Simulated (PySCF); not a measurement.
**Polarisability and C₆ of Cu²⁺ (copper, charge +2)**

[Ar] 3d9, 2D determinant. Calculation: PySCF 2.14, in dyall-av2z (16s12p7d2f, 101 functions); the non-relativistic Hamiltonian (point nucleus). Coupled (time-dependent) response in atomic units; α is the mean over directions. A double-zeta set is small for polarisabilities.

```json
{"method": "wB97X-V", "mean α (bohr³)": "2.884", "α xx, yy, zz": "2.766, 2.766, 3.119", "C₆ (like pair)": "7.591", "S(−4)": "4.241"}
```

S(−4) is the Cauchy moment in α(ω) = α(0) + S(−4) ω² + …

α(iu) at wB97X-V:

```csv
u (hartree),α(iu) (bohr³)
0,2.884
0.0500,2.873
0.100,2.842
0.200,2.730
0.300,2.574
0.500,2.233
0.750,1.864
1.00,1.580
1.50,1.177
2.00,0.9097
3.00,0.5927
5.00,0.3224
```

A single London oscillator, α(iu) = α/(1 + u²/ω²), gives C₆ = (3/4) ω α². Matching the computed C₆ needs ω = 4 × 7.591 / (3 × 2.884²) = 1.22 hartree.

For an ion, C₆ is the dispersion term alone; charge-induced terms of lower order in 1/R come first.

The components differ because the open shell of this determinant is not spherical; for a pure term their mean is the scalar polarisability.
